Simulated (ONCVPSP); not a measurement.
## Configuration tests for molybdenum (ONCV)

Mo (Z = 42), optimised norm-conserving Vanderbilt (ONCV), made with ONCVPSP 4.0.1 (PBEsol, fully relativistic). Core [Ar] 3d10, reference 4s2 4p6 4d5 5s0.5 5p0.5. Waves: 4s+5s: rc 2.15 bohr, ncon 5, nbas 9, qcut 5.7 1/bohr, 3 projectors, debl 2.3 Ha; 4p+5p: rc 2.20 bohr, ncon 4, nbas 9, qcut 5.6 1/bohr, 2 projectors; 4d: rc 2.10 bohr, ncon 4, nbas 9, qcut 8.4 1/bohr, 3 projectors, debl 2.8 Ha. Local part: polynomial inside 1.85 bohr (lpopt 5, dvloc0 1 Ha). Core correction: none.

Open shells are filled in proportion to 2j + 1.

Energies are relative to the spin-unpolarised reference configuration 4s2 4p6 4d5 5s0.5 5p0.5; without spin polarisation the order of configurations can differ from experiment.

Give the all-electron excitation energy and the error of the potential for: 4s2 4p6 4d5 5s1 5p0; 4s2 4p6 4d5 5s0 5p0; 4s2 4p6 4d4 5s0 5p0; 4s2 4p5 4d5 5s1 5p0.

```json
{"valence configuration": "4s2 4p6 4d5 5s1 5p0", "charge": "0", "ΔE all-electron (eV)": "-1.573", "error AE − PS (meV)": "-0.1"}
{"valence configuration": "4s2 4p6 4d5 5s0 5p0", "charge": "+1", "ΔE all-electron (eV)": "5.333", "error AE − PS (meV)": "-0.4"}
{"valence configuration": "4s2 4p6 4d4 5s0 5p0", "charge": "+2", "ΔE all-electron (eV)": "20.788", "error AE − PS (meV)": "+0.1"}
{"valence configuration": "4s2 4p5 4d5 5s1 5p0", "charge": "+1", "ΔE all-electron (eV)": "42.417", "error AE − PS (meV)": "-17"}
```

Levels in the configuration 4s2 4p6 4d5 5s0 5p0:

```csv
level,all-electron (eV),pseudo (eV)
4s j=1/2,-71.022,-71.041
4p j=3/2,-44.444,-44.452
4p j=1/2,-46.931,-46.941
4d j=5/2,-10.329,-10.328
4d j=3/2,-10.545,-10.544
```
